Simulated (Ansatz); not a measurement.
triplet Ti: levels of theory in one basis

A single Ti atom.

Basis set: cc-pVTZ (spherical functions). Frozen core: 5 orbitals. Correlation on ROHF uses semicanonical orbitals with singles. Charge 0, multiplicity 3.

Computed with Ansatz (development build ahead of 0.2.0); each method stands on the lowest determinant of its kind that the runs found.

| method | E − E(ROHF) (eV) | <S²> of the determinant |
| --- | --- | --- |
| ROHF | 0.00 | 2.00 |
| UHF | -0.14 | 2.01 |
| ROHF-MP2 | -8.21 | – |
| UHF-MP2 | -8.17 | 2.01 |
| ROHF-CCSD | -8.94 | – |
| UHF-CCSD | -8.95 | 2.01 |
| ROHF-CCSD(T) | -9.23 | – |
| UHF-CCSD(T) | -9.23 | 2.01 |
| UHF-BCCD(T) | -9.23 | 2.01 |

Is a single determinant a sound starting point here?

By this sign, yes. Unrestricted orbitals gain 0.14 eV and <S²> is 2.01 against 2.00 for a pure state.
